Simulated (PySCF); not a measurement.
Here is a job for PySCF.
```python
from pyscf import gto, scf, dft

mol = gto.Mole()
mol.atom = '''
    C    -0.00000000   -0.00000000   -1.07903369
    S     0.00000000    0.00000000    0.40463763
'''
mol.basis = '6-31g**'
mol.charge = 1
mol.spin = 1
mol.verbose = 3
mol.build()

mf = dft.UKS(mol)
mf.xc = 'pbe'
mf.kernel()
```

Question: What does this run give for the HOMO energy, total energy?

Answer: 
```
Quantity               Value
------------  --------------
HOMO energy        -17.28 eV
total energy  -435.557085 Ha
```

These values belong to the state on which the SCF converged, which isn't shown to be the lowest.
